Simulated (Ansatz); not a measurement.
Consider the germylene formation by 1,1-elimination: `[NH2][GeH]([F])[SiH3]` → `[NH2][Ge][F]` + SiH₄.

Gas-phase electronic energies from Ansatz, PBE0-D4/def2-TZVP geometries. CCSD(T)/CBS is the MP2 limit (def2-TZVPP, def2-QZVPP) plus CCSD(T) − MP2 in def2-TZVPP, frozen cores. This one scheme is used for every species. DFT in def2-TZVPP. For Ge outer-core shells are correlated without core-valence functions, which leaves a few kJ/mol of doubt a bond. Scalar relativity is left out up to krypton. One conformer a species, not always the lowest.

| level | ΔE (kJ/mol) |
| --- | --- |
| PBE-D4 | 42.7 |
| r2SCAN-D4 | 52.5 |
| PBE0-D4 | 57.8 |
| ωB97X-V | 52.7 |
| SCS-MP2/def2-TZVPP | 47.9 |
| HF/CBS(def2) | 31.9 |
| MP2/CBS(def2) | 49.8 |
| CCSD/CBS(def2) | 44.0 |

**Question.** What does CCSD(T)/CBS give? (An estimate is asked.)

**Answer.** The calculation gave: +45.3 kJ/mol. The listed levels differ from it by -2.6, 7.2, 12.5, 7.4, 2.6, -13.4, 4.5, -1.3 kJ/mol.

Largest T1 diagnostic among the species: 0.014.

In def2-TZVPP, CCSD(T) changes the Hartree–Fock value by +20.2 kJ/mol (the triples alone add +1.3 kJ/mol) and MP2 by +24.7 kJ/mol. The D4 term adds +12.3 kJ/mol with B3LYP and +6.9 kJ/mol with PBE0; it sums over pairs of atoms, weighted by their polarisabilities, and B3LYP, whose exchange is more repulsive, gets the larger term.

B3LYP here is the variant with VWN-RPA as its local correlation; programs differ in this.
